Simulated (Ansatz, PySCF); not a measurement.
trifluoro(methoxy)methane (C₂H₃F₃O), SMILES C(F)(F)(OC)F. Atoms are numbered in the order given.

```xyz
9

C     -0.0218    -1.9346     0.0000
O     -0.7532    -0.7212     0.0000
C     -0.0348     0.4028     0.0000
F      0.7607     0.4991     1.0727
F     -0.8630     1.4287     0.0000
F      0.7607     0.4991    -1.0727
H      0.6068    -2.0144    -0.8999
H      0.6068    -2.0144     0.8999
H     -0.7641    -2.7403     0.0000
```

Coordinates come from a PBE0-D3(BJ)/def2-SVP optimisation.

Two levels are set side by side: PBE-D3(BJ)/def2-SVP (Ansatz, an electronic-structure program) and PBE0-D3(BJ)/def2-SVP (Ansatz). Each level has its own optimised geometry; the coordinates shown are those of the second. Frequencies come from the Hessian of PySCF at each geometry. Differences are taken from unrounded values.

```json
[
 {"quantity": "mean bond length (Å)", "PBE0-D3(BJ)": "1.255", "PBE-D3(BJ)": "1.270", "PBE-D3(BJ) minus PBE0-D3(BJ)": "0.014"},
 {"quantity": "bond C1–O2 (Å)", "PBE0-D3(BJ)": "1.417", "PBE-D3(BJ)": "1.432", "PBE-D3(BJ) minus PBE0-D3(BJ)": "0.015"},
 {"quantity": "bond O2–C3 (Å)", "PBE0-D3(BJ)": "1.334", "PBE-D3(BJ)": "1.348", "PBE-D3(BJ) minus PBE0-D3(BJ)": "0.014"},
 {"quantity": "bond C3–F4 (Å)", "PBE0-D3(BJ)": "1.339", "PBE-D3(BJ)": "1.359", "PBE-D3(BJ) minus PBE0-D3(BJ)": "0.020"},
 {"quantity": "bond C3–F5 (Å)", "PBE0-D3(BJ)": "1.318", "PBE-D3(BJ)": "1.336", "PBE-D3(BJ) minus PBE0-D3(BJ)": "0.017"},
 {"quantity": "bond C3–F6 (Å)", "PBE0-D3(BJ)": "1.339", "PBE-D3(BJ)": "1.359", "PBE-D3(BJ) minus PBE0-D3(BJ)": "0.020"},
 {"quantity": "bond C1–H7 (Å)", "PBE0-D3(BJ)": "1.101", "PBE-D3(BJ)": "1.109", "PBE-D3(BJ) minus PBE0-D3(BJ)": "0.009"},
 {"quantity": "bond C1–H8 (Å)", "PBE0-D3(BJ)": "1.101", "PBE-D3(BJ)": "1.109", "PBE-D3(BJ) minus PBE0-D3(BJ)": "0.009"},
 {"quantity": "bond C1–H9 (Å)", "PBE0-D3(BJ)": "1.096", "PBE-D3(BJ)": "1.104", "PBE-D3(BJ) minus PBE0-D3(BJ)": "0.008"},
 {"quantity": "highest harmonic wavenumber (cm⁻¹)", "PBE0-D3(BJ)": "3209", "PBE-D3(BJ)": "3113", "PBE-D3(BJ) minus PBE0-D3(BJ)": "-96"},
 {"quantity": "mean harmonic wavenumber (cm⁻¹)", "PBE0-D3(BJ)": "1215", "PBE-D3(BJ)": "1163", "PBE-D3(BJ) minus PBE0-D3(BJ)": "-52"},
 {"quantity": "zero-point energy (kcal/mol)", "PBE0-D3(BJ)": "36.47", "PBE-D3(BJ)": "34.91", "PBE-D3(BJ) minus PBE0-D3(BJ)": "-1.56"}
]
```

Exact exchange shortens and stiffens bonds; PBE has none. Differences between two approximate levels are no errors against the true value.
